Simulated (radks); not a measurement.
Trend from K to Kr: ionisation energy by Delta-SCF between NIST ground configurations, and size. All-electron calculation, scalar-relativistic Kohn-Sham, r2SCAN, spin-polarised, spherical densities, finite nucleus; open shells are filled with parallel spins first; meta-GGA in the generalised Kohn-Sham scheme; Fermi nuclear charge, rms radius of each element as measured or else 0.836 A^(1/3) + 0.57 fm. Program: a radial shooting solver on a logarithmic mesh with Libxc functionals.

| species | configuration | IE (eV) | NIST (eV) | kind | -e(HOMO) (eV) | outermost | <r> outermost (bohr) |
|---|---|---|---|---|---|---|---|
| K | [Ar] 4s1 | 4.269 | 4.341 | exp. | 2.595 (4s) | 4s | 4.97 |
| Ca | [Ar] 4s2 | 5.832 | 6.113 | exp. | 3.832 (4s) | 4s | 4.08 |
| Sc | [Ar] 3d1 4s2 | 6.185 | 6.561 | exp. | 3.418 (3d) | 4s | 3.86 |
| Ti | [Ar] 3d2 4s2 | 6.426 | 6.828 | exp. | 4.243 (4s) | 4s | 3.71 |
| V | [Ar] 3d3 4s2 | 5.553 | 6.746 | exp. | 4.362 (4s) | 4s | 3.59 |
| Cr | [Ar] 3d5 4s1 | 7.355 | 6.767 | exp. | 3.871 (3d) | 4s | 3.28 |
| Mn | [Ar] 3d5 4s2 | 6.946 | 7.434 | exp. | 4.556 (4s) | 4s | 3.40 |
| Fe | [Ar] 3d6 4s2 | 7.652 | 7.902 | exp. | 4.501 (3d) | 4s | 3.16 |
| Co | [Ar] 3d7 4s2 | 7.902 | 7.881 | exp. | 5.404 (4s) | 4s | 2.99 |
| Ni | [Ar] 3d8 4s2 | 6.992 | 7.640 | exp. | 5.702 (4s) | 4s | 2.86 |
| Cu | [Ar] 3d10 4s1 | 8.257 | 7.726 | exp. | 4.913 (3d) | 4s | 2.90 |
| Zn | [Ar] 3d10 4s2 | 9.411 | 9.394 | exp. | 6.220 (4s) | 4s | 2.65 |
| Ga | [Ar] 3d10 4s2 4p1 | 5.850 | 5.999 | exp. | 2.960 (4p) | 4p | 3.30 |
| Ge | [Ar] 3d10 4s2 4p2 | 8.161 | 7.899 | exp. | 4.667 (4p) | 4p | 2.81 |
| As | [Ar] 3d10 4s2 4p3 | 10.282 | 9.789 | exp. | 6.310 (4p) | 4p | 2.49 |
| Se | [Ar] 3d10 4s2 4p4 | 9.285 | 9.752 | exp. | 5.573 (4p) | 4p | 2.33 |
| Br | [Ar] 3d10 4s2 4p5 | 11.984 | 11.814 | exp. | 7.667 (4p) | 4p | 2.11 |
| Kr | [Kr] | 14.435 | 14.000 | exp. | 9.651 (4p) | 4p | 1.93 |

Reference values: NIST Atomic Spectra Database (measured). Open shells are spherical and high-spin; term and fine-structure splittings are not resolved.
